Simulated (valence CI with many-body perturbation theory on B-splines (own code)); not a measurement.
# S¹¹⁺: calculated level list

Level of theory: configuration interaction combined with many-body perturbation theory (CI+MBPT): three valence electrons over a frozen Dirac-Fock core [He], a basis of 11 s, 11 p, 10 d, 8 f, 5 g, 2 h functions for each j, with the one-electron correlation potential Σ1, the two-electron term Σ2, the three-electron term Σ3, Breit, model QED; selected CI, second order for the rest, scaled by the run's own slope (own B-spline code, finite nucleus).

No measured levels were compared; by estimate levels of excited configurations hold to 0.05 to 0.15 % of their energy, terms of the ground configuration to about 0.5 %.

Levels 136 to 180 of 188, with energies above the lowest level, 2s2 2p 2P°_1/2. "Leading %" is the weight of the configuration and term that name the level; weights of strongly mixed levels are sums over their largest components and can fall short. In the jj column 3d3/2^4 stands for four electrons in 3d with j = 3/2. Lifetimes count E1, E2, E3, M1 and M2 decay at the calculated energies, and are blank where another channel may lead or the interval is too uncertain; long ones can be off by a factor of two.

```tsv
No.	Configuration	Term	J	E (Ry)	Leading %	Lifetime	Leading jj
136	2s 2p 4s	2P°	1/2	33.602	97	5.20 ps	2s 2p1/2 4s (74 %)
137	2s 2p 4s	2P°	3/2	33.689	96	5.09 ps	2s 2p3/2 4s (94 %)
138	2s 2p 4p	4D	1/2	33.778	83	7.53 ps	2s 2p1/2 4p1/2 (94 %)
139	2s 2p 4p	4D	3/2	33.804	92	11.1 ps	2s 2p1/2 4p1/2 (44 %)
140	2s 2p 4p	4D	5/2	33.843	92	12.7 ps	2s 2p1/2 4p3/2 (57 %)
141	2s 2p 4p	2P	3/2	33.848	50	3.71 ps	2s 2p1/2 4p3/2 (57 %)
142	2s 2p 4p	2P	1/2	33.849	79	2.65 ps	2s 2p1/2 4p3/2 (56 %)
143	2s 2p 4p	4P	1/2	33.903	93	12.3 ps	2s 2p1/2 4p1/2 (59 %)
144	2s 2p 4p	4S	3/2	33.908	35	4.28 ps	2s 2p3/2 4p3/2 (53 %)
145	2s 2p 4p	4D	7/2	33.910	100	13.4 ps	2s 2p3/2 4p3/2 (100 %)
146	2s 2p 4p	4P	3/2	33.966	58	10.7 ps	2s 2p3/2 4p1/2 (87 %)
147	2s 2p 4p	4P	5/2	33.973	88	12.0 ps	2s 2p3/2 4p1/2 (47 %)
148	2s 2p 4p	2D	3/2	33.984	78	2.41 ps	2s 2p3/2 4p3/2 (59 %)
149	2s 2p 4p	2D	5/2	34.046	94	2.36 ps	2s 2p3/2 4p3/2 (61 %)
150	2s 2p 4d	4F°	3/2	34.059	93	4.98 ps	2s 2p1/2 4d3/2 (88 %)
151	2s 2p 4d	4F°	5/2	34.079	89	3.93 ps	2s 2p1/2 4d5/2 (42 %)
152	2s 2p 4d	4F°	7/2	34.111	86	3.52 ps	2s 2p1/2 4d5/2 (56 %)
153	2s 2p 4p	2S	1/2	34.124	94	2.47 ps	2s 2p3/2 4p3/2 (76 %)
154	2s 2p 4d	4P°	5/2	34.149	44	1.31 ps	2s 2p1/2 4d5/2 (69 %)
155	2s 2p 4d	4D°	3/2	34.158	66	1.04 ps	2s 2p1/2 4d5/2 (38 %)
156	2s 2p 4d	4D°	1/2	34.163	92	907 fs	2s 2p1/2 4d3/2 (64 %)
157	2s 2p 4d	4F°	9/2	34.171	100	6.48 ps	2s 2p3/2 4d5/2 (100 %)
158	2s 2p 4d	2D°	3/2	34.192	80	1.72 ps	2s 2p3/2 4d5/2 (31 %)
159	2s 2p 4d	2D°	5/2	34.215	66	1.47 ps	2s 2p3/2 4d3/2 (48 %)
160	2s 2p 4d	4D°	7/2	34.224	87	991 fs	2s 2p3/2 4d5/2 (66 %)
161	2s 2p 4d	4P°	5/2	34.247	52	1.17 ps	2s 2p3/2 4d5/2 (54 %)
162	2s 2p 4d	4P°	3/2	34.257	76	1.28 ps	2s 2p3/2 4d3/2 (78 %)
163	2s 2p 4d	4P°	1/2	34.263	94	1.41 ps	2s 2p3/2 4d3/2 (94 %)
164	2s 2p 4f	4G	5/2	34.272	49	3.22 ps	2s 2p1/2 4f5/2 (94 %)
165	2s 2p 4f	4F	7/2	34.275	45	3.26 ps	2s 2p1/2 4f7/2 (92 %)
166	2s 2p 4f	4F	3/2	34.300	88	3.21 ps	2s 2p1/2 4f5/2 (65 %)
167	2s 2p 4f	4F	9/2	34.304	56	3.25 ps	2s 2p1/2 4f7/2 (67 %)
168	2s 2p 4f	2F	5/2	34.308	39	3.19 ps	2s 2p1/2 4f7/2 (50 %)
169	2s 2p 4f	2F	7/2	34.312	48	3.24 ps	2s 2p1/2 4f5/2 (65 %)
170	2s 2p 4d	2F°	5/2	34.327	86	1.10 ps	2s 2p3/2 4d5/2 (43 %)
171	2s 2p 4f	4G	5/2	34.333	38	3.23 ps	2s 2p1/2 4f5/2 (50 %)
172	2s 2p 4f	2G	7/2	34.333	39	3.38 ps	2s 2p1/2 4f7/2 (66 %)
173	2s 2p 4d	2P°	3/2	34.378	91	1.36 ps	2s 2p3/2 4d5/2 (61 %)
174	2s 2p 4d	2F°	7/2	34.386	98	1.01 ps	2s 2p3/2 4d3/2 (55 %)
175	2s 2p 4f	4G	9/2	34.389	56	3.23 ps	2s 2p3/2 4f7/2 (75 %)
176	2s 2p 4f	4F	7/2	34.395	28	3.26 ps	2s 2p3/2 4f5/2 (91 %)
177	2s 2p 4f	4G	11/2	34.403	100	3.23 ps	2s 2p3/2 4f7/2 (100 %)
178	2s 2p 4f	4D	7/2	34.408	38	3.27 ps	2s 2p3/2 4f7/2 (93 %)
179	2s 2p 4f	4D	5/2	34.410	51	3.23 ps	2s 2p3/2 4f5/2 (90 %)
180	2s 2p 4d	2P°	1/2	34.414	97	1.32 ps	2s 2p3/2 4d5/2 (88 %)
```

Names give the largest LS component (configuration and term), which can be under half, so a name can repeat, a term be missing and a line seem to break the LS rules; names also repeat where a configuration has a term twice.

Where two levels of one J and parity lie close, their mixing, g and order are uncertain.
